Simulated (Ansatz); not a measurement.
Reaction (atomization): `C[SiH](F)[SiH2]N` → C• + F• + 8 H• + N• + 2 Si•

Gas-phase electronic energies from Ansatz, PBE0-D4/def2-TZVP geometries. CCSD(T)/CBS is the MP2 limit (def2-TZVPP, def2-QZVPP) plus CCSD(T) − MP2 in def2-TZVPP, frozen cores. This one scheme is used for every species, atoms too. DFT in def2-TZVPP. B3LYP here is the variant with VWN-RPA as its local correlation; programs differ in this. Open shells (•) are unrestricted, without spin–orbit coupling. Spin–orbit coupling would lower the free atoms: a little for C, F, Si. Each species was taken in one conformer, which may not be the lowest.

`C[SiH](F)[SiH2]N`:

```xyz
13

C     0.167    1.846    0.657
Si   -1.067    0.455    0.517
F    -2.425    1.038   -0.130
Si   -0.266   -1.297   -0.828
N     1.367   -1.591   -0.341
H     0.433    2.247   -0.324
H     1.079    1.486    1.142
H    -0.236    2.661    1.264
H    -1.419   -0.032    1.879
H    -1.019   -2.558   -0.591
H    -0.456   -0.945   -2.271
H     1.801   -2.467   -0.585
H     2.041   -0.843   -0.388
```

| level | ΔE (kJ/mol) |
| --- | --- |
| B3LYP-D4 | 4556.3 |
| r2SCANh | 4516.2 |

(1) What does CCSD(T)/CBS give? (Estimate.)

(2) What do rigid-rotor, harmonic-oscillator terms from PBE0-D4/def2-TZVP frequencies (298.15 K, 1 bar) make of the CCSD(T)/CBS value? (Estimate.)

Largest T1 diagnostic among the species: 0.012.

## Answers

(1) Computed: +4563.9 kJ/mol. The listed levels differ from it by -7.6, -47.7 kJ/mol.

(2) The calculation gave: ΔZPE = -241.0 kJ/mol, ΔH = +4377.4 kJ/mol, ΔS = 1341 J/(mol·K), ΔG = +3977.6 kJ/mol. Open shells count their whole term as degenerate. Modes under 50 cm⁻¹ make the entropy rough.

From r2SCAN to r2SCAN0 (25 % exact exchange), in def2-TZVPP and without D4, ΔE moves by −54.9 kJ/mol: exact exchange takes away binding that semilocal exchange gives to molecules. Leaving LDA and LC-ωPBE aside and taking each functional with its dispersion term where it has one, the values, not all of them listed here, spread over 121.1 kJ/mol, from BHLYP-D4 to ωB97X-V. LDA lies +561.6 kJ/mol from PBE without D4, its usual overbinding.

For atomizations the MP2-based limit and the directly extrapolated one differ by several kJ/mol either way, and by 10 to 25 for some Ge, Se and Sn compounds, so smaller differences from it don't rank the levels.
